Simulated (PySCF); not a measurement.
Compound: C₇H₅FOS.
Bonds: C1–C2 (double), C2–C3, C3–C4 (aromatic), C4–C5 (aromatic), C5–C6 (aromatic), C6–C7, C7–O8 (double), C7–F9, C6–S10 (aromatic), C3–S10 (aromatic). Hydrogens: H11, H12 on C1; H13 on C2; H14 on C4; H15 on C5.

Definitions: NICS(0) = −σiso at the ring centroid; NICS(1) = −σiso and NICS(1)zz = −σzz at ±1 Å along the ring normal z. Level: GIAO PBE0/pcSseg-1 (PySCF, non-relativistic, gas phase) on the GFN2-xTB geometry, one conformer.

Ring bond lengths (Å), with Mayer bond orders in brackets: C3–C4 1.381 (1.44), C4–C5 1.393 (1.34), C5–C6 1.381 (1.43), C6–S10 1.733 (1.11), S10–C3 1.728 (1.15).

Task: Give the NICS values of each ring in ppm.

Result: 
```tsv
ring	type	NICS(0)	NICS(1), two faces	NICS(1)zz, two faces	rms pucker (Å)	centre to ring atoms, mean (Å)
C3–C4–C5–C6–S10	5-membered ring with S; formal bonds all aromatic	-10.5	-9.9 / -10.0	-21.2 / -21.2	0.00	1.29
```

Task: What can be read from them?

Result: 
- C3–C4–C5–C6–S10: mean NICS(1)zz -21.2 ppm, shielded. For a flat ring without four-coordinate atoms the NICS criterion counts such a value as aromatic.

Task: What does the geometric index give? Use HOMA with the parameters of Krygowski (1993).

Result: 
- C3–C4–C5–C6–S10: HOMA 0.88; the largest term is that of C6–S10, α(R − Ropt)² = 0.30. The geometric and the magnetic index point the same way.

Conformer computed: `[CH2:1]=[CH:2][c:3]1[cH:4][cH:5][c:6]([C:7](=[O:8])[F:9])[s:10]1`: C1–C2–C3–C4 180°, C5–C6–C7–O8 0°.
